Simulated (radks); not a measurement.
Task: Radial electron density D(r) = 4 pi r^2 rho(r) of an atom or ion with 28 electrons. Calculated with a radial shooting solver on a logarithmic mesh with Libxc functionals: Dirac Kohn-Sham, PBE, spin-unpolarised, spherical densities, point nucleus.

r (bohr)  D(r) (e/bohr)
0.001703          2.957
0.001905          3.584
0.002131          4.334
0.002384          5.229
0.002666          6.292
0.002982          7.547
0.003336          9.021
0.003731          10.74
0.004173          12.74
0.004668          15.03
0.005221          17.64
0.005839          20.58
0.006479          23.60
0.007247          27.16
0.008106          31.01
0.009067          35.07
0.01014           39.27
0.01134           43.47
0.01269           47.54
0.01419           51.27
0.01587           54.48
0.01775           56.97
0.01986           58.58
0.02221           59.18
0.02484           58.76
0.02779           57.43
0.03108           55.47
0.03477           53.27
0.03889           51.37
0.04349           50.34
0.04865           50.68
0.05441           52.68
0.06086           56.32
0.06808           61.13
0.07614           66.26
0.08517           70.57
0.09526           72.93
0.1066            72.51
0.1192            69.14
0.1333            63.48
0.1491            56.91
0.1668            51.23
0.1865            47.97
0.2086            47.84
0.2315            50.09
0.259             53.54
0.2896            55.96
0.324             55.43
0.3624            51.03
0.4053            43.15
0.4533            33.24
0.5071            23.14
0.5672            14.46
0.6344            8.039
0.7096            3.940
0.7936            1.683
0.8877           0.6178
0.9929           0.1917
1.111           0.04936
1.242           0.01034

What is the nuclear charge?

Result: Z = 46. The innermost maximum, from 1s, lies near gamma/Z bohr with gamma = sqrt(1 - (Z/c)^2) = 0.942, here 0.0205 bohr (found: 0.0224), and its height grows with Z. The density is that of the palladium ion Pd18+ in [Ar] 3d10; the configuration itself is not fixed sharply by these data, and Z only to a few units. D(r) has 3 maxima, at r = 0.0224, 0.0992, 0.301 bohr, and minima at 0.0449, 0.197 bohr, inside which lie 2.05, 11.22 electrons.
